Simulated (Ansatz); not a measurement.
`C[Se][InH2]` and `C[Se][GeH3]` differ in one atom or group.

Ansatz, PBE0-D4/def2-TZVP geometries, multiplicity 1. 

Elements past krypton have def2 core potentials. Scalar relativity is left out up to krypton. Spin–orbit coupling is left out; it splits and shifts lone-pair levels of the heavy atoms by tenths of an eV.

```tsv
property	`C[Se][InH2]`
size of the dipole moment (PBE/def2-TZVPP) / D	1.27
HOMO–LUMO gap (B3LYP/def2-TZVPP) / eV	4.56
LUMO energy (PBE0/def2-TZVPP) / eV	-1.60
size of the dipole moment (B3LYP/def2-TZVPP) / D	1.33
HOMO–LUMO gap (PBE/def2-TZVPP) / eV	3.31
size of the dipole moment (ωB97M-V/def2-TZVPP) / D	1.44
```

(1) What does the change do to each property? (Best estimate.)

Results:

(1) Computed: 
```
                                          property  `C[Se][GeH3]`  shift
    size of the dipole moment (PBE/def2-TZVPP) / D           1.29   0.02
             HOMO–LUMO gap (B3LYP/def2-TZVPP) / eV           5.80   1.24
                LUMO energy (PBE0/def2-TZVPP) / eV          -0.19   1.41
  size of the dipole moment (B3LYP/def2-TZVPP) / D           1.32  -0.01
               HOMO–LUMO gap (PBE/def2-TZVPP) / eV           4.30   0.99
size of the dipole moment (ωB97M-V/def2-TZVPP) / D           1.34  -0.10
```

With PBE0 the HOMO rises by 0.14 eV and the LUMO rises by 1.41 eV, so the gap widens by about 1.27 eV. PBE moves the HOMO by 0.25 eV and ωB97M-V by 0.08 eV. The zero-point energy changes by 29.7 kJ/mol with +3 modes. Dipoles are sizes alone; their direction can turn.

B3LYP here is the variant with VWN-RPA as its local correlation; programs differ in this.
